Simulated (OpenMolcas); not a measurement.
# Ce3+: ligand-field states by method

Ce3+ with 6 ligands (fluoride) in trigonal antiprismatic coordination (D3d) at 2.23 Å, a polar angle of 58.0° against the regular 54.74°. A charge of +0.5 e stands 2.4 Å behind each ligand. Ligand basis ANO-RCC-VDZP.

```yaml
Program: OpenMolcas 26.06
Basis: ANO-RCC-VTZP [8s7p5d3f2g1h]
Scalar_Hamiltonian: DKH2, point nucleus
Active_space: 1 electron in 7 orbitals (4f)
State_averaging: 2S+1 = 2 odd, 7 roots
Spin-orbit_coupling: state interaction with AMFI integrals over the reference wave functions
```

I. CASSCF
II. SS-CASPT2, IPEA 0.25 Eh, imaginary shift 0.1 Eh (closed shells correlated: 5s 5p and the ligand valence shells)

Spin-free states (labels of D3, the rotations of D3d) in cm-1, each column counted from its own energy of the first state listed:

```
State  Degeneracy     I    II
  2A2           1     0     0
   2E           2   691   670
  2A1           1  1112  1340
   2E           2  2172  2310
  2A2           1  2666  2950
```

From I to II, I's first state of the same spin (2E) moves from 691 to 670 cm-1, by about -20 cm-1.

With spin-orbit coupling the lowest J multiplet is 1284 (I), 1439 (II) cm-1 wide, a factor of 1.12 from I to II.

χT at 300 K: I 0.37, II 0.36 cm3 K/mol.

Roots that are degenerate in the reference are averaged as groups; the widest CASPT2 spread within a group is 69 cm-1 (the 2-fold group of multiplicity 2 near 2310 cm-1 above the lowest state of its run, II). Shifts and gaps below about the spread of the groups concerned are not significant. Over all roots computed the reference weight is 0.71 in II; a low but even weight reflects the number of correlated electrons. Splittings of an f shell from a small cluster at a set distance can be off by tens of per cent, mostly too small (holds for II). The distance lies 4 % under the 2.32 Å that this model takes as the normal distance (a Shannon-type radius plus a fixed donor radius); by an R⁻⁵ law this alone changes a d-shell field by about +22 %. No measured value stands beside these numbers; the geometry is a model, was not optimised and need not be the one that this ion takes.
